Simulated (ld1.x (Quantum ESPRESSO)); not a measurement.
What one change does to a pseudopotential (copper (Cu), RRKJ)

copper, norm-conserving RRKJ (Kleinman–Bylander form), made with ld1.x (Quantum ESPRESSO) 7.5 (LDA (PZ), scalar-relativistic). Core [Ar], reference 3d10 4s1 4p0. Waves: 4p (bound, empty): rc 3.90 bohr; 3d (bound): rc 1.00 bohr; 4s (bound): rc 1.80 bohr. Local part: the s channel. Core correction: a·sin(br)/r model core inside 0.45 bohr.

Change: type TM; local potential the d channel.

Cutoffs: the cutoffs (Ry, on a coarse ladder) from which the occupation-weighted sum of valence levels, in a spherical-Bessel basis at the reference potential, stays within 10 and 1 mRy of its value at 400 Ry; they do not see the model core or the augmentation charge, which bear on the density cutoff. Errors are all-electron minus pseudo energies relative to the spin-unpolarised reference configuration.

Task: How do hardness, ghosts and transferability respond?

Result: A bound ghost appears in p, s, which as a rule spoils a file; of the 9 tests that both files solve, the error grows in 1 and shrinks in 8 by more than 15 % and 0.3 meV (median size 197.1 → 20.6 meV).

```csv
quantity,base,changed
"cutoff, loose",180 Ry,230 Ry
"cutoff, tight",260 Ry,over 300 Ry
loose cutoff by channel (10 mRy a level),"d 160 Ry, s 8 Ry","s 8 Ry, d 180 Ry"
bound ghosts,none,"s, p"
"error for 3d10 4s0 4p0, meV [ΔE 8.43 eV]",-20,-16
"error for 3d9 4s0 4p0, meV [ΔE 30.12 eV]",-208,-35
"error for 3d8 4s0 4p0, meV [ΔE 69.49 eV]",-1402,-416
"error for 3d9 4s1 4p1, meV [ΔE 6.93 eV]",-253,-58
"error for 3d10 4s0.5 4p0, meV [ΔE 3.30 eV]",-4.2,-3.0
"error for 3d10 4s0 4p1, meV [ΔE 4.26 eV]",-4.9,-1.7
"error for 3d9 4s2 4p0, meV [ΔE 2.00 eV]",-275,-97
"error for 3d10 4s1 4p0 (spin-polarised), meV [ΔE -0.18 eV]",-0.3,+0.8
"error for 3d9 4s0 4p0 (spin-polarised), meV [ΔE 29.88 eV]",-197,-21
s: phases at 4.27 bohr within 0.05 rad from the reference energy up to (Ry; the scan ends near 5),0.8,0.6
p: phases at 4.27 bohr within 0.05 rad from the reference energy up to (Ry; the scan ends near 5),1.4,1.1
d: phases at 4.27 bohr within 0.05 rad from the reference energy up to (Ry; the scan ends near 5),n/a,n/a
```

 A true bound ghost makes a file unfit for plane-wave use even where its test errors are small: the radial tests pick states by their node count and pass the ghost by.
